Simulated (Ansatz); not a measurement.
C$_{2}$H$_{8}$NSi, SMILES `CN(C)[SiH2]` radical. Charge 0, multiplicity 2.

Z-matrix (Å, degrees):
```
C
N 1 1.441
H 1 1.097 2 110.4
H 1 1.099 2 112.2 3 -120.0
H 1 1.091 2 110.5 3 119.3
C 2 1.441 1 113.9 3 59.6
Si 2 1.724 1 121.8 3 -137.9
H 6 1.091 2 110.5 1 -178.8
H 6 1.099 2 112.2 1 60.5
H 6 1.097 2 110.4 1 -59.5
H 7 1.495 2 106.7 1 158.5
H 7 1.495 2 106.6 1 40.1
```

Question: List the harmonic frequencies (cm⁻¹, unscaled) at PBE0-D4/def2-TZVP in Ansatz. (Best estimate.)

Answer: Ansatz gave: 152, 187, 210, 260, 270, 358, 670, 719, 720, 888, 1033, 1089, 1112, 1163, 1242, 1322, 1439, 1465, 1469, 1478, 1494, 1517, 2143, 2179, 2992, 2996, 3040, 3047, 3123, 3124.

Question: Is this a minimum?

Answer: Yes, all 30 modes are real.

Question: Give the ideal-gas thermochemistry at 298.15 K and 1 bar (rigid rotor, harmonic oscillator; point group Cs, symmetry number 1).

Answer: Zero-point energy 256.6 kJ/mol; H(298) − E = 276.0 kJ/mol; entropy 327.7 J/(mol·K), of which translation 162.6, rotation 105.9, vibration 53.5, electronic 5.8; G(298) − E = 178.3 kJ/mol.
